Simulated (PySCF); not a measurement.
bromotrifluoromethane (CBrF₃), SMILES C(F)(F)(Br)F.

The structure is a stationary point at B3LYP-D3(BJ)/def2-SVP.

Computed with PySCF with M06-2X/def2-TZVP.

Symmetry labels are those of the subgroup Cs that the program uses (full group C3v).

Computed valence orbital energies around the gap with their symmetry:
```
orbital  symmetry  energy (eV)
-------  --------  -----------
HOMO−7         A'       -16.49
HOMO−6         A"       -16.49
HOMO−5         A"       -15.47
HOMO−4         A'       -15.47
HOMO−3         A"       -14.88
HOMO−2         A'       -12.76
HOMO−1         A'       -10.52
HOMO           A"       -10.52
LUMO           A'        -0.11
LUMO+1         A'         3.57
LUMO+2         A'         4.08
LUMO+3         A"         4.08
```
